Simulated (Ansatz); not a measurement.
`C[Te]C(F)(F)F`, 9 atoms. Total charge 0; spin multiplicity 1. Correlated methods include outer-core shells of Te, which these sets cover unevenly. Te takes the def2 core potential. All runs use 4 threads of a server CPU on a shared host. Correlated methods freeze the cores.

**Question.** How many basis functions does each run have, and how long does it take in Ansatz? RKS ωB97X-V/def2-TZVPP energy; RKS PBE0-D4/def2-TZVP relaxation (7 steps); RHF-CCSD(T)/def2-TZVPP energy; RKS B2PLYP (frozen core)/def2-TZVPP energy; RHF-CCSD(T)/def2-SVP energy; RHF-MP2/def2-QZVPP energy; direct RPA on PBE orbitals/def2-TZVPP energy; RKS PBE0-D4/def2-QZVPP energy; RKS ωB97M-V/def2-QZVPP energy; RKS HSE06-D4/def2-TZVPP energy; RKS PBE0-D4/def2-TZVP frequencies; RKS PBE-QIDH (frozen core)/def2-TZVPP energy. (Best estimate.)

**Answer.** Computed: Other jobs shared the machine, so times are rough.

| level | job | functions | wall time | peak host memory (GiB) |
| --- | --- | --- | --- | --- |
| RKS HSE06-D4/def2-TZVPP | energy | 247 | 1.4 s | 0.72 |
| direct RPA on PBE orbitals/def2-TZVPP | energy | 247 | 2.4 s | 0.71 |
| RKS B2PLYP (frozen core)/def2-TZVPP | energy | 247 | 2.4 s | 0.74 |
| RKS PBE-QIDH (frozen core)/def2-TZVPP | energy | 247 | 2.5 s | 0.74 |
| RKS ωB97X-V/def2-TZVPP | energy | 247 | 3 s | 0.82 |
| RKS PBE0-D4/def2-QZVPP | energy | 457 | 3.1 s | 1.7 |
| RHF-CCSD(T)/def2-SVP | energy | 111 | 4.7 s | 0.71 |
| RKS ωB97M-V/def2-QZVPP | energy | 457 | 6.5 s | 2 |
| RHF-MP2/def2-QZVPP | energy | 457 | 8 s | 2.7 |
| RKS PBE0-D4/def2-TZVP | relaxation (7 steps) | 223 | 13 s | 0.67 |
| RKS PBE0-D4/def2-TZVP | frequencies | 223 | 66 s | 0.67 |
| RHF-CCSD(T)/def2-TZVPP | energy | 247 | 110 s | 6.4 |

HSE06 is defined as in plane-wave codes.
